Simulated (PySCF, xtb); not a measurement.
Ti(Cl)4 anion (Cl4Ti), SMILES [Cl][Ti]([Cl])([Cl])[Cl] (connectivity only; charge and spin as stated), charge -1, multiplicity 2.

Harmonic wavenumbers (cm⁻¹) from GFN2-xTB (xtb) at its own minimum, in rising order: 57, 57, 87, 87, 88, 265, 359, 359, 359.

Q: What does PBE-D3(BJ)/def2-SVPD (PySCF) give at its own minimum? (The exact figures need the calculation; the answer reports its results.)

A: 30, 92, 99, 99, 114, 299, 369, 369, 400. Paired by order, the mean absolute difference is 23 cm⁻¹ and the zero-point energies are 2.5 and 2.7 kcal/mol.
